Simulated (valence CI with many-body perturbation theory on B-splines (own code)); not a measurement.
# Kr²⁹⁺: electric-dipole lines

Level of theory: configuration interaction combined with many-body perturbation theory (CI+MBPT): five valence electrons over a frozen Dirac-Fock core [He], a basis of 9 s, 9 p, 8 d, 6 f, 3 g, 1 h functions for each j, with the one-electron correlation potential Σ1 (screened to all orders), the two-electron term Σ2, the three-electron term Σ3, Breit, model QED; selected single and double excitations, second order for the rest (own B-spline code, finite nucleus).

The last digits are not significant, and no measured levels were compared; by estimate large intervals hold to a few tenths of a per cent, small ones and those within an open d or f shell to about a per cent. Among the levels kept, up to 1500 cm⁻¹ of a level comes from second order outside the variational space, and about a tenth of that is noise between levels of different J, which matters for small intervals.

Lines 1 to 50 of 287 in falling wavelength, among levels below 17115 × 10³ cm⁻¹, chosen from the strongest by gf and those to the six lowest levels. Wavelengths and rates use the calculated energies. Electric multipoles are in the length gauge, E1 and E2 with the static RPA response of the core. Weak lines are less certain than strong ones. Lines between different terms over intervals too small for the method are left out, as are lines whose strength nearly cancels. The highest levels of a list are the least certain.

Levels are named by their leading jj configuration (3d3/2^4 stands for four electrons in 3d with j = 3/2), which in mixed levels can hold well under half, so a name can repeat and another be missing. Letters in brackets count levels of one name in rising energy.

| λ vac (Å) | Upper | Lower | A (s⁻¹) | S (a.u.) |
| --- | --- | --- | --- | --- |
| 351.9 | (2s 2p1/2^2 2p3/2 3p1/2) J=1/2 | (2s 2p1/2^2 2p3/2 3s) J=3/2 [b] | 1.38e+09 | 5.92e-02 |
| 349.7 | (2s^2 2p1/2 2p3/2 3p1/2) J=5/2 | (2s^2 2p1/2 2p3/2 3s) J=3/2 [b] | 8.04e+08 | 1.02e-01 |
| 335.6 | (2s^2 2p3/2^2 3d5/2) J=3/2 | (2s 2p1/2^2 2p3/2 3s) J=3/2 [b] | 7.51e+08 | 5.60e-02 |
| 330.3 | (2s^2 2p1/2 2p3/2 3p1/2) J=3/2 [a] | (2s^2 2p1/2 2p3/2 3s) J=1/2 | 7.72e+08 | 5.50e-02 |
| 325.9 | (2s^2 2p1/2 2p3/2 3p1/2) J=1/2 | (2s^2 2p1/2 2p3/2 3s) J=3/2 [a] | 1.99e+09 | 6.79e-02 |
| 323.6 | (2s^2 2p1/2^2 3p1/2) J=1/2 | (2s^2 2p1/2^2 3s) J=1/2 | 2.73e+09 | 9.14e-02 |
| 320.4 | (2s 2p1/2^2 2p3/2 3p1/2) J=3/2 [b] | (2s 2p1/2^2 2p3/2 3s) J=1/2 | 1.11e+09 | 7.18e-02 |
| 316.1 | (2s^2 2p1/2 2p3/2 3p1/2) J=5/2 | (2s^2 2p1/2 2p3/2 3s) J=5/2 | 1.66e+09 | 1.55e-01 |
| 297.0 | (2s 2p1/2^2 2p3/2 3p1/2) J=3/2 [a] | (2s 2p1/2^2 2p3/2 3s) J=5/2 | 3.42e+09 | 1.77e-01 |
| 293.4 | (2s^2 2p1/2 2p3/2 3p1/2) J=3/2 [a] | (2s^2 2p1/2 2p3/2 3s) J=3/2 [a] | 1.90e+09 | 9.45e-02 |
| 290.1 | (2s^2 2p1/2 2p3/2 3d3/2) J=5/2 [b] | (2s^2 2p1/2 2p3/2 3p3/2) J=5/2 [b] | 7.02e+08 | 5.07e-02 |
| 286.2 | (2s 2p1/2^2 2p3/2 3p1/2) J=5/2 | (2s 2p1/2^2 2p3/2 3s) J=5/2 | 3.24e+09 | 2.25e-01 |
| 281.8 | (2s 2p1/2^2 2p3/2 3p1/2) J=3/2 [b] | (2s^2 2p3/2^2 3p3/2) J=3/2 [a] | 1.34e+09 | 5.94e-02 |
| 279.4 | (2s^2 2p1/2 2p3/2 3d3/2) J=7/2 | (2s^2 2p1/2 2p3/2 3p3/2) J=7/2 | 9.66e+08 | 8.32e-02 |
| 279.4 | (2s^2 2p3/2^2 3p1/2) J=3/2 | (2s^2 2p3/2^2 3s) J=5/2 | 2.58e+09 | 1.11e-01 |
| 278.6 | (2s^2 2p1/2 2p3/2 3d5/2) J=3/2 [b] | (2s^2 2p1/2 2p3/2 3p3/2) J=1/2 [b] | 1.77e+09 | 7.55e-02 |
| 274.6 | (2s^2 2p1/2 2p3/2 3d5/2) J=1/2 | (2s^2 2p1/2 2p3/2 3p3/2) J=1/2 [b] | 2.38e+09 | 4.86e-02 |
| 273.7 | (2s 2p1/2^2 2p3/2 3p3/2) J=3/2 | (2s 2p1/2^2 2p3/2 3s) J=3/2 [a] | 2.73e+09 | 1.10e-01 |
| 270.9 | (2s^2 2p3/2^2 3p1/2) J=5/2 | (2s^2 2p3/2^2 3s) J=3/2 | 1.92e+09 | 1.13e-01 |
| 267.1 | (2s^2 2p1/2 2p3/2 3p3/2) J=3/2 [a] | (2s^2 2p1/2 2p3/2 3s) J=3/2 [b] | 1.70e+09 | 6.40e-02 |
| 263.0 | (2s^2 2p3/2^2 3d5/2) J=7/2 | (2s^2 2p3/2^2 3p3/2) J=7/2 | 9.51e+08 | 6.83e-02 |
| 262.7 | (2s^2 2p3/2^2 3p1/2) J=1/2 | (2s^2 2p3/2^2 3s) J=1/2 | 5.04e+09 | 9.02e-02 |
| 262.1 | (2s^2 2p3/2^2 3d5/2) J=5/2 | (2s^2 2p3/2^2 3p3/2) J=3/2 [a] | 2.46e+09 | 1.31e-01 |
| 256.1 | (2s^2 2p3/2^2 3d5/2) J=7/2 | (2s^2 2p3/2^2 3p3/2) J=5/2 | 3.55e+09 | 2.35e-01 |
| 253.3 | (2s^2 2p1/2 2p3/2 3d5/2) J=9/2 | (2s^2 2p1/2 2p3/2 3p3/2) J=7/2 | 4.94e+09 | 3.96e-01 |
| 252.9 | (2s^2 2p1/2 2p3/2 3d5/2) J=7/2 [a] | (2s^2 2p1/2 2p3/2 3p3/2) J=5/2 [a] | 4.39e+09 | 2.80e-01 |
| 250.9 | (2s^2 2p3/2^2 3d5/2) J=9/2 | (2s^2 2p3/2^2 3p3/2) J=7/2 | 5.02e+09 | 3.91e-01 |
| 250.3 | (2s^2 2p3/2^2 3p1/2) J=5/2 | (2s^2 2p3/2^2 3s) J=5/2 | 3.62e+09 | 1.68e-01 |
| 249.9 | (2s 2p1/2^2 2p3/2 3p3/2) J=5/2 | (2s 2p1/2^2 2p3/2 3s) J=3/2 [a] | 3.15e+09 | 1.45e-01 |
| 244.8 | (2s^2 2p3/2^2 3p3/2) J=5/2 | (2s^2 2p3/2^2 3s) J=3/2 | 3.77e+09 | 1.64e-01 |
| 244.5 | (2s^2 2p1/2^2 3d5/2) J=5/2 | (2s^2 2p1/2^2 3p3/2) J=3/2 | 5.46e+09 | 2.36e-01 |
| 244.1 | (2s 2p1/2^2 2p3/2 3p3/2) J=3/2 | (2s^2 2p3/2^2 3p1/2) J=3/2 | 1.68e+09 | 4.81e-02 |
| 244.0 | (2s^2 2p1/2 2p3/2 3d5/2) J=5/2 [a] | (2s^2 2p1/2 2p3/2 3p3/2) J=3/2 [a] | 3.69e+09 | 1.59e-01 |
| 242.8 | (2s 2p1/2^2 2p3/2 3p3/2) J=1/2 | (2s 2p1/2^2 2p3/2 3s) J=3/2 [a] | 4.63e+09 | 6.54e-02 |
| 241.3 | (2s^2 2p3/2^2 3d3/2) J=1/2 | (2s^2 2p3/2^2 3p3/2) J=1/2 | 2.98e+09 | 4.13e-02 |
| 241.3 | (2s^2 2p1/2 2p3/2 3d5/2) J=7/2 [b] | (2s^2 2p1/2 2p3/2 3p3/2) J=5/2 [b] | 4.96e+09 | 2.75e-01 |
| 241.0 | (2s^2 2p3/2^2 3p3/2) J=1/2 | (2s^2 2p3/2^2 3s) J=3/2 | 5.62e+09 | 7.76e-02 |
| 232.1 | (2s^2 2p1/2 2p3/2 3p3/2) J=1/2 [a] | (2s^2 2p1/2 2p3/2 3s) J=1/2 | 4.25e+09 | 5.24e-02 |
| 231.1 | (2s^2 2p1/2 2p3/2 3d5/2) J=3/2 [a] | (2s^2 2p1/2 2p3/2 3p3/2) J=1/2 [a] | 3.95e+09 | 9.62e-02 |
| 230.8 | (2s^2 2p1/2 2p3/2 3p1/2) J=3/2 [b] | (2s^2 2p1/2 2p3/2 3s) J=5/2 | 5.75e+09 | 1.40e-01 |
| 227.9 | (2s^2 2p3/2^2 3p3/2) J=5/2 | (2s^2 2p3/2^2 3s) J=5/2 | 2.88e+09 | 1.01e-01 |
| 226.3 | (2s^2 2p3/2^2 3d3/2) J=7/2 | (2s^2 2p3/2^2 3p3/2) J=7/2 | 8.64e+08 | 3.95e-02 |
| 225.0 | (2s 2p1/2^2 2p3/2 3p3/2) J=5/2 | (2s^2 2p3/2^2 3p1/2) J=3/2 | 1.93e+09 | 6.52e-02 |
| 224.9 | (2s^2 2p1/2 2p3/2 3d3/2) J=5/2 [b] | (2s^2 2p1/2 2p3/2 3p1/2) J=3/2 [b] | 2.68e+09 | 9.01e-02 |
| 222.8 | (2s^2 2p1/2 2p3/2 3d5/2) J=5/2 [b] | (2s^2 2p1/2 2p3/2 3p3/2) J=3/2 [b] | 5.29e+09 | 1.73e-01 |
| 222.7 | (2s^2 2p3/2^2 3p3/2) J=7/2 | (2s^2 2p3/2^2 3s) J=5/2 | 8.33e+09 | 3.63e-01 |
| 222.6 | (2s^2 2p1/2 2p3/2 3d5/2) J=5/2 [a] | (2s^2 2p1/2 2p3/2 3p3/2) J=5/2 [a] | 1.32e+09 | 4.31e-02 |
| 222.4 | (2s^2 2p1/2 2p3/2 3p3/2) J=5/2 [a] | (2s^2 2p1/2 2p3/2 3s) J=3/2 [a] | 7.68e+09 | 2.50e-01 |
| 222.1 | (2s^2 2p1/2 2p3/2 3p3/2) J=7/2 | (2s^2 2p1/2 2p3/2 3s) J=5/2 | 8.71e+09 | 3.77e-01 |
| 219.7 | (2s 2p1/2^2 2p3/2 3p3/2) J=7/2 | (2s 2p1/2^2 2p3/2 3s) J=5/2 | 1.01e+10 | 4.21e-01 |
